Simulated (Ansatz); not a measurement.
**One step, two centres**

Four-centre ligand exchange, with the central atom changed down its group and all else kept; in the first member these bonds form or tighten: Cl–H, F–Si; these break or loosen: Cl–Si, F–H.

Gas-phase electronic energies, without zero-point energy, by CCSD(T) at an estimated basis limit (MP2 extrapolated from triple and quadruple zeta, plus CCSD(T) − MP2 in triple zeta); Ansatz 0.2.0, def2-TZVPP and QZVPP, frozen cores, core potentials past krypton, on PBE0-D4/def2-TZVP structures. Extrapolation: Hartree–Fock as exp(−7.88 √X), correlation as X^−2.97. All energies, in kJ/mol, count from the separated reactants, without counterpoise correction; the start and end structures are the complexes reached by relaxing down from the saddle, and deeper ones may exist. Brackets give SMILES, or, where every atom is bracketed, only which atoms are joined. Steps whose reference was doubtful or whose search ended elsewhere are left out.

| reactants | products | start structure | saddle | end structure | saddle by PBE-D4/TZ |
| --- | --- | --- | --- | --- | --- |
| SiCl₄ ([Cl][Si]([Cl])([Cl])[Cl]) + HF | SiCl₃F ([F][Si]([Cl])([Cl])[Cl]) + HCl | -7.2 | 140.2 | -55.3 | 101.6 |
| SnCl₄ ([Cl][Sn]([Cl])([Cl])[Cl]) + HF | SnCl₃F ([F][Sn]([Cl])([Cl])[Cl]) + HCl | -11.4 | ? | 22.9 | 44.2 |

Question: What is the height of the saddle for SnCl₄ ([Cl][Sn]([Cl])([Cl])[Cl]) + HF? (Judge from chemistry; the value comes from the calculation.)

Answer: By the calculation: 76.6 kJ/mol relative to the separated reactants, the lower of the two; above its start structure the barrier is 76.6 − (-11.4) ≈ 88.0 kJ/mol.

The saddle falls down the group: the larger centre, with longer and weaker bonds, takes on an extra partner at less cost.

Question: How do the PBE-D4 saddles lie against the coupled-cluster estimate?

Answer: Both lower, by 32.4 to 38.6 kJ/mol.

T1 diagnostic: at most 0.012. The filled d shells of Sn are correlated in sets not built for that, so values that involve them are less sure.

For scale, one of the runs: CCSD(T)/def2-TZVPP, 263 basis functions, launched by `ansatz run in.yaml --threads 8 --pin off --events-out ev --progress --plain --max-ram 19148MiB`. Time: 4.5 min of wall clock on 8 CPU threads of an Intel Xeon; the host was shared. Peak host memory: 6.6 GiB.
